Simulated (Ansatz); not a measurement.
`OC(F)(S)[SiH2]Cl` + `COCN` → `NCO[SiH2]Cl` + `CC(O)(F)S`  (formal exchange of groups at the Si–C bond)

Program: Ansatz. Geometries: PBE0-D4/def2-TZVP. ΔE: electronic, gas phase. CBS: MP2 limit from def2 TZ/QZ plus the TZ coupled-cluster correction, frozen cores. This one scheme is used for every species. Functionals use def2-TZVPP. One conformer a species, not always the lowest.

`OC(F)(S)[SiH2]Cl`:

```xyz
10

O    -0.034   -0.703   -1.391
C    -0.103    0.347   -0.502
F     0.789    1.333   -0.908
S    -1.789    0.994   -0.505
Si    0.347   -0.174    1.286
Cl    2.218   -1.017    1.136
H     0.847   -1.095   -1.326
H    -2.079    0.530   -1.733
H    -0.594   -1.211    1.755
H     0.398    0.996    2.189
```

`COCN`:

```xyz
11

C    -0.678    1.268    0.160
O    -0.325    0.183    0.971
C    -0.041   -0.998    0.246
N     1.159   -1.008   -0.528
H    -1.525    1.020   -0.496
H    -0.972    2.087    0.816
H     0.156    1.613   -0.466
H     0.021   -1.779    1.006
H    -0.882   -1.224   -0.424
H     1.967   -0.779    0.034
H     1.121   -0.382   -1.320
```

`NCO[SiH2]Cl`:

Cartesian coordinates in Å:
```
N -1.720 -0.268 -1.246
C -0.465 0.202 -0.798
O -0.124 -0.295 0.507
Si 1.316 -0.096 1.237
Cl 1.698 1.894 1.598
H -2.469 0.032 -0.637
H -1.740 -1.277 -1.312
H 0.311 -0.111 -1.505
H -0.483 1.294 -0.755
H 1.247 -0.800 2.531
H 2.428 -0.575 0.380
```

`CC(O)(F)S`:

Cartesian coordinates in Å:
```
C 1.016 0.381 -0.421
C -0.385 -0.011 -0.044
O -1.003 -0.569 -1.129
F -1.068 1.126 0.346
S -0.477 -1.208 1.349
H 0.971 1.085 -1.254
H 1.512 0.852 0.426
H 1.579 -0.502 -0.721
H -1.886 -0.853 -0.865
H -0.259 -0.301 2.313
```

```tsv
level	ΔE (eV)
r2SCAN-D4	-2.07
CCSD/def2-TZVPP	-2.13
```

Task: What does CCSD(T)/CBS give? (Estimate.)

Result: The calculation gave: -2.11 eV. The listed levels differ from it by 0.04, -0.02 eV.

Largest T1 diagnostic among the species: 0.012.

From PBE to PBE0 (25 % exact exchange), in def2-TZVPP and without D4, ΔE moves by −0.11 eV. In def2-TZVPP, CCSD(T) changes the Hartree–Fock value by +0.21 eV (the triples alone add +0.04 eV) and MP2 by +0.14 eV. The D4 term adds +0.04 eV with B3LYP and +0.02 eV with PBE0; it sums over pairs of atoms, weighted by their polarisabilities, and B3LYP, whose exchange is more repulsive, gets the larger term.

B3LYP here is the variant with VWN-RPA as its local correlation; programs differ in this.
